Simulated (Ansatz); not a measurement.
FH2O2Sn, SMILES `[OH][Sn]([OH])[F]` radical. Total charge 0; spin multiplicity 2. Sn: def2 effective core potential.

```xyz
6

O     1.459   -0.328    0.237
Sn   -0.391   -0.550   -0.400
O    -1.054    1.267   -0.717
F    -1.406   -1.203    1.101
H     1.751   -1.038    0.818
H    -0.359    1.851   -1.039
```

Problem. What are the harmonic wavenumbers in cm⁻¹ at PBE0-D4/def2-TZVP (Ansatz, finite differences of forces, unscaled)? (Best estimate.)

Solution. Computed: 93, 105, 178, 192, 219, 591, 600, 606, 810, 837, 3853, 3865.

Problem. Is this a minimum?

Solution. Yes, all 12 modes are real.

Problem. Give the ideal-gas thermochemistry at 298.15 K and 1 bar (rigid rotor, harmonic oscillator; point group C1, symmetry number 1).

Solution. Zero-point energy 71.5 kJ/mol; H(298) − E = 91.4 kJ/mol; entropy 351.4 J/(mol·K), of which translation 173.0, rotation 109.0, vibration 63.6, electronic 5.8; G(298) − E = -13.4 kJ/mol. Modes under 100 cm⁻¹ are hindered rotations or soft bends, so the harmonic entropy is rough.

Problem. Rotational constants (cm⁻¹)?

Solution. 0.1573, 0.1514, 0.09621.
